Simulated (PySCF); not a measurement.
Start geometry of `[SiH3][CH2][GeH2][Br]` from GFN2-xTB (Å):
```
atom  x, y, z in Å
Si1   -1.456    0.694   -0.261
C2    -0.177   -0.160    0.814
Ge3    1.391   -0.762   -0.197
Br4    2.584    1.057   -0.964
H5    -1.887   -0.219   -1.332
H6    -0.902    1.934   -0.852
H7    -2.596    1.041    0.607
H8    -0.599   -1.021    1.294
H9     0.159    0.519    1.631
H10    2.425   -1.524    0.657
H11    1.096   -1.585   -1.413
```

Q: What comes out of this run: PySCF, PBE0-D3(BJ)/def2-SVP geometry optimisation, gas phase?

A: 
```
atom  x, y, z in Å
Si1   -0.8609    1.4005   -0.4539
C2     0.4730    0.5196    0.5468
Ge3    2.0196   -0.0932   -0.4630
Br4    3.0261    1.7430   -1.4526
H5    -1.3334    0.5104   -1.5588
H6    -0.3306    2.6647   -1.0415
H7    -2.0242    1.7247    0.4280
H8     0.0364   -0.3727    1.0289
H9     0.8302    1.1851    1.3495
H10    3.0850   -0.7390    0.4385
H11    1.6160   -1.0323   -1.6119
```

The energy falls by 2.0 kcal/mol over 9 energy and gradient evaluations, the largest force component goes from 0.0188 to 3.4e-04 Eh/bohr, and the atoms move by 0.092 Å rms after alignment. The bond that changes most is Ge3–H11 (ends: germanium bonded to Br, C and 2 H; Ge–H hydrogen), which lengthens by 0.040 Å. Bonds longer at the end by more than 0.005 Å: 7 of 10; shorter: 2. Among the angles that change most is C2–Ge3–H11, from 115.5° to 111.8°. Rotational constants go from 2967, 1104, 853.9 to 2757, 1154, 858.3 MHz. The orientation of the end geometry is arbitrary; only internal coordinates are fixed.

The run used 131 basis functions and 50 SCF cycles in all. The run took 71 s wall on one thread, Arm Neoverse V2 (aarch64), no GPU, on a shared host, and the process peaked at 0.50 GiB of memory.

Whether it is a minimum is left open (no frequencies). One conformer, not necessarily the lowest.
